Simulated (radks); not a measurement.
Q: Pt LXXIV, configuration [He] 2s2 2p1. Method: scalar-relativistic Kohn-Sham, LB94 model potential, spin-polarised, spherical densities, finite nucleus; open shells are filled with parallel spins first (spin-orbit coupling, left out, can overturn this in heavy ions); Fermi nuclear charge, rms radius 5.427 fm; computed with a radial shooting solver on a logarithmic mesh with Libxc functionals. Some entries of the table are withheld. Estimate them.

orbital  occ.  eigenvalue (Ry)  <r> (bohr)  <1/r> (bohr^-1)
1s down     1        -6437.383     0.01708              (1)
1s up       1        -6436.666     0.01708              (2)
2s up       1              (3)     0.06974            22.94
2s down     1              (4)     0.06978            22.93
2p up       1        -1462.269     0.06210              (5)
2p down     0        -1459.186     0.06211              (6)

A: 
(1) 1s down <1/r> (bohr^-1): 94.20
(2) 1s up <1/r> (bohr^-1): 94.19
(3) 2s up eigenvalue (Ry): -1584.846
(4) 2s down eigenvalue (Ry): -1581.498
(5) 2p up <1/r> (bohr^-1): 20.51
(6) 2p down <1/r> (bohr^-1): 20.51
